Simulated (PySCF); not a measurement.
CH4BF, SMILES BCF (CAM-B3LYP/def2-SVP optimised geometry):

```
7

B      0.752    -0.086     0.000
C     -0.798    -0.086     0.000
F     -1.393     1.156     0.000
H      1.393     0.932    -0.004
H      1.309    -1.156     0.004
H     -1.156    -0.664     0.878
H     -1.154    -0.664    -0.879
```

Level of theory: PySCF with CAM-B3LYP/def2-TZVP.

**Question.** What are the frontier orbital energies and the dipole moment?

**Answer.** HOMO-2 -11.43 eV, HOMO-1 -11.42 eV, HOMO -10.54 eV, LUMO -0.60 eV, LUMO+1 1.81 eV; dipole moment 1.71 D.

Meta-Löwdin charges at CAM-B3LYP/def2-TZVP: B1 0.04, C2 -0.01, F3 -0.33, H4 0.02, H5 0.02, H6 0.13, H7 0.13.
